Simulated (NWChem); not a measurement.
Species: C₃H₆BF; SMILES B1(CCC1)F

```xyz
11

F      0.1553    -1.9365     0.0000
B     -0.0357    -0.6233     0.0000
C     -0.1044     0.4556     1.1537
C      0.1408     1.4942     0.0000
C     -0.1044     0.4556    -1.1537
H      0.6220     0.4371     1.9734
H     -1.1037     0.5601     1.5964
H      1.1727     1.8587     0.0000
H     -0.5279     2.3608     0.0000
H      0.6220     0.4371    -1.9734
H     -1.1037     0.5601    -1.5964
```
Atoms are numbered in this order, from 1.

Results from NWChem. Pople sets run with spherical d functions. The geometry was optimised at B3LYP/6-31G* (spherical d). GIAO values for the isolated, static molecule; σ is the absolute isotropic shielding, δ = σ(reference) − σ with the isolated reference molecule computed at the same levels (13C: tetramethylsilane, 19F: trichlorofluoromethane, 1H: tetramethylsilane).

| level | δ F1 (ppm) | δ C3 (ppm) | δ C4 (ppm) | δ H6 (ppm) | δ H7 (ppm) | δ H8 (ppm) | δ H9 (ppm) |
|---|---|---|---|---|---|---|---|
| B3LYP/6-311G** | -17.0 | 25.3 | 15.3 | 1.40 | 1.52 | 1.52 | 1.97 |
| PBE0/pcSseg-1 | -7.1 | 25.5 | 13.8 | 1.45 | 1.60 | 1.55 | 1.93 |
| B3LYP/6-31G* | … | … | 15.3 | … | 1.50 | … | 1.97 |

**Question.** Complete the blanks.

**Answer.** 
- B3LYP/6-31G*, δ F1 (ppm): -9.6
- B3LYP/6-31G*, δ C3 (ppm): 23.0
- B3LYP/6-31G*, δ H6 (ppm): 1.33
- B3LYP/6-31G*, δ H8 (ppm): 1.65
